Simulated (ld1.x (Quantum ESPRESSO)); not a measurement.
## Pt (Z = 78): excitation energies, all-electron against RRKJ

```json
{
 "Element": "platinum (Pt)",
 "Generator": "ld1.x (Quantum ESPRESSO) 7.5",
 "Type": "norm-conserving RRKJ (Kleinman–Bylander form)",
 "Functional": "LDA (PZ)",
 "Relativity": "scalar-relativistic",
 "Frozen core": "[Kr] 4d10 4f14",
 "Valence charge": "18",
 "Reference configuration": "5s2 5p6 5d7 6s0 6p0 (charge +3)",
 "Partial waves": "5p (bound): rc 1.65 bohr; 5d (bound): rc 2.20 bohr; 5s (bound): rc 1.50 bohr",
 "Local potential": "the s channel",
 "Core correction": "a·sin(br)/r model core inside 0.75 bohr"
}
```

Energies are relative to the spin-unpolarised reference configuration 5s2 5p6 5d7 6s0 6p0; without spin polarisation the order of configurations can differ from experiment. Spin-polarised rows fill each open shell by Hund’s rule, majority spin first.

```
               valence configuration  charge  ΔE all-electron (eV)  error AE − PS (meV)
                 5s2 5p6 5d9 6s0 6p0      +1               -52.771                  +29
                 5s2 5p6 5d8 6s0 6p0      +2               -32.512                  +16
                 5s1 5p6 5d9 6s1 6p0      +1                46.597                +2709
                 5s2 5p6 5d8 6s1 6p1       0               -55.720                +2517
             5s2 5p6 5d9.5 6s0.5 6p0       0               -62.401                 +979
5s2 5p6 5d7 6s0 6p0 (spin-polarised)      +3                -1.387                  +67
5s2 5p6 5d9 6s1 6p0 (spin-polarised)       0               -62.695                +2040
```

Task: What are ΔE and the potential's error for 5s2 5p6 5d6 6s0 6p0?

Result: ΔE = 45.948 eV all-electron; the error (AE − PS) is +9.7 meV.

Task: What are ΔE and the potential's error for 5s2 5p6 5d9 6s1 6p0?

Result: ΔE = -62.315 eV all-electron; the error (AE − PS) is +2022 meV.

Levels in the configuration 5s2 5p6 5d9 6s1 6p0 (spin-polarised):

```
  level  all-electron (eV)  pseudo (eV)
  5s up           -102.363     -101.408
  5p up            -56.496      -55.668
  5d up             -6.687       -6.142
  6s up             -6.299       -7.904
5s down           -101.933     -100.945
5p down            -55.962      -55.091
5d down             -5.943       -5.335
```

These tests converged, but a pseudo level misses the all-electron one widely, so the file describes the atom poorly there or has found another state: 5s2 5p6 5d9 6s1 6p0: 6s by 1.6 eV; 5s2 5p6 5d9 6s0 6p0: empty 6s by 2.4 eV; 5s2 5p6 5d8 6s0 6p0: empty 6s by 3.2 eV; 5s2 5p6 5d6 6s0 6p0: empty 6s by 5.1 eV; 5s1 5p6 5d9 6s1 6p0: 6s by 2.6 eV; 5s2 5p6 5d8 6s1 6p1: 6s by 2.0 eV; 5s2 5p6 5d9.5 6s0.5 6p0: 6s by 1.7 eV.
